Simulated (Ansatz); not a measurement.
Input for Ansatz (a program for electronic structure): R-PBE/def2-TZVPP on FHOTe (SMILES O[Te]F), a point of a torsion scan. Elements past Kr take the def2 small-core potentials; no spin–orbit coupling.

Ansatz 0.2 input:
```yaml
crystal:
  periodic: [false, false, false]
  atoms:
    - {symbol: O, position_ang: [-1.05251390, 0.35795963, 0.36984962]}
    - {symbol: Te, position_ang: [0.74337325, 0.78505339, -0.32663958]}
    - {symbol: F, position_ang: [0.85734619, 2.24366492, 0.97450156]}
    - {symbol: H, position_ang: [-1.39812119, -0.38761077, -0.11956466]}
basis:
  gaussian:
    orbitals: def2-TZVPP
hamiltonian:
  xc: {name: PBE}
scf: {lower_state_search: off}
```

The head of its log:

```
WARN ansatz: RAYON_NUM_THREADS=1 ignored (pool sized by the plan → 1); use --threads N
Functional definition: PBE
these checks for a lower state are left out or cut short: stability, starts, cluster_reference, orbital_swaps, neighbouring_geometries, increment
integrals: 0.04 GiB planned
752 factors; their error is unknown
mean field: 0.31 GiB planned
mean field evaluation 1: about -12061.5379 eV, gradient 7.4e1 eV
mean field evaluation 2: about -11945.8905 eV, gradient 2.0e2 eV
```

Q: Give the final energy of this run.

A: -443.5837 hartree.
